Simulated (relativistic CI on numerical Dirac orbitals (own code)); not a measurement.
# Ti20+: what numerical and physical settings do to a radial Dirac CI calculation

Reference input:

```
atom Ti  Z=22  charge=20  electrons=2
nucleus A=48  rms_radius_fm=3.5921
hamiltonian dirac-coulomb  breit=on  qed=on  c_scale=1
orbitals kli  potential=per-configuration
slater_scale 1
correlation none
mixing on
grid step=0.0125 r_max=5.3
scf mixing=0.4 start=green max_iterations=150 tolerance=2e-08 node_fill=0.05
configurations
  1s2
  1s 2s
  1s 2p
end
```

Computed lowest total energy -473.09298 Ha, first excitation 37913157.0 cm⁻¹, 21 SCF steps. Runs with settings changed; * marks those that are bad on purpose:

| Changed | Outcome | Lowest level | ΔE (Ha) | First excitation (cm⁻¹) | SCF steps | Message |
| --- | --- | --- | --- | --- | --- | --- |
| end of the grid at 15.9 bohr, Breit term off | converged | 1s2 1S_0 | -0.137 | 37943167.3 | 21 |  |
| QED terms off | converged | 1s2 1S_0 | -0.159 | 37927796.6 | 21 |  |
| Breit term off, nuclear radius 4.6697 fm | converged | 1s2 1S_0 | -0.136 | 37943064.7 | 21 |  |
| Slater scale -1 * | converged | 1s2 1S_0 | -4.52e-07 | 37816848.9 | 21 |  |
| grid step 0.3 * | converged | 1s2 1S_0 | 0.0036 | 33326024.3 | 22 | orbitals of one symmetry overlap by 7.1e-01; an occupied orbital reaches the end of the grid |
